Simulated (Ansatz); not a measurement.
Harmonic frequencies (cm⁻¹) at PBE0-D4/def2-TZVP from Ansatz: 82, 98, 189, 233, 316, 402, 502, 575, 711, 897, 956, 1110, 1126, 1142, 1151, 1191, 1283, 1319, 1348, 1393, 1420, 1449, 1486, 3074, 3083, 3100, 3137.

Each molecule was computed in one conformer, which needn't be the lowest.

Task: Which molecule is it?
A. `FCC(F)C(F)F`
B. `FC(F)CC(F)F`
C. `CC(F)C(F)(F)F`
D. `FCCC(F)(F)F`

Result: A.
